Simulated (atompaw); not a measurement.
# LDA (PW92) PAW (atompaw) dataset for He (Z = 2), scalar-relativistic all-electron reference.

atompaw 4.2.0.5 was run on this input:

```
He 2
LDA-PW scalarrelativistic loggrid 1500 logderivrange -5 5 251
1 0 0 0 0 0
1 0 1
0 0 0
v
1
0.55 0.45 0.50 0.30
y
-2.3
n
y
0.35
n
custom rrkj gramschmidtortho sinc
2 1 troulliermartins
0.55
0.55
0.45
PWSCFOUT
UPFDX 0.0125d0 UPFXMIN -7.d0 UPFZMESH 2.d0
END
```

Command:

```bash
atompaw < He.input > He.log
```

The program printed (summary file):

```
Completed calculations for He (AE)

 Exchange-correlation type: LDA, Perdew-Wang correlation

 Radial integration grid is logarithmic
 r0 =   3.3613967E-03 h =   6.7227934E-03   n =      1500 rmax =   8.0000000E+01

 Scalar relativistic calculation

 AEatom converged in  15 iterations
   nz     =   2.00
   delta  =       8.713862680839E-18

 All Electron Orbital energies:
  n  l      occupancy      energy
  1  0      1.0000000E+00 -2.8215383E+00

 Total energy
   Total                    :       -3.72231270992570

 ---
 Completed calculations for He (SC)

 Exchange-correlation type: LDA, Perdew-Wang correlation

 Radial integration grid is logarithmic
 r0 =   3.3613967E-03 h =   6.7227934E-03   n =      1500 rmax =   8.0000000E+01

 Scalar relativistic calculation

 SCatom converged in   1 iterations
   nz     =   2.00
   delta  =       4.940328942892E-20

 Valence Electron Orbital energies:
  n  l      occupancy      energy
   1  0      1.0000000E+00 -2.8215383E+00

 Total energy
   Total                    :       -3.72231270992571
   Valence                  :       -3.72231270992571

 PAW parameters:
       lmax =            1
         rc =   0.54941677842352976
        irc =          760
   rc_shape =   0.44845368648574152
    rc_vloc =   0.49976311771387660
    rc_core =   0.29848111056846649
   Vloc: Norm-conserving Troullier-Martins with l= 2;e=   1.0000E+00
   Projector type: RRKJ pseudization + Gram-Schmidt ortho.
   Sinc^2 compensation charge shape zeroed at   4.4845E-01

 Number of basis functions     3
 No.   n  nodes  l      Energy         Cp coeff         Occ
  1    1    0    0   -0.2821538E+01  0.1000000E+01  0.1000000E+01
  2  999    1    0   -0.2300000E+01 -0.9620926E-04  0.0000000E+00
  3  999    0    1    0.3500000E+00  0.1000000E+01  0.0000000E+00

 Eigenvalues of overlap operator (in the basis of projectors):
    1        1.64711771E+00
    2        9.58197785E+00
    3        8.55366521E+02

 Orbital leakage outside PAW augmentation regions
   orb  is_core?  %out_of_sphere
   1 0    F          65.05

 Summary of PAW energies
   Total valence energy     :     -3.72237785182960
   Smooth energy            :     12.56949810822002
   One center               :    -16.29187596004962
   Smooth kinetic           :      3.36728162246083
   Vloc energy              :     -0.06892147515069
   Smooth exch-corr         :     -0.88813944767069
   One-center xc            :     -0.02827674359061
```

The run took about 0.38 s on one core of a shared server CPU.
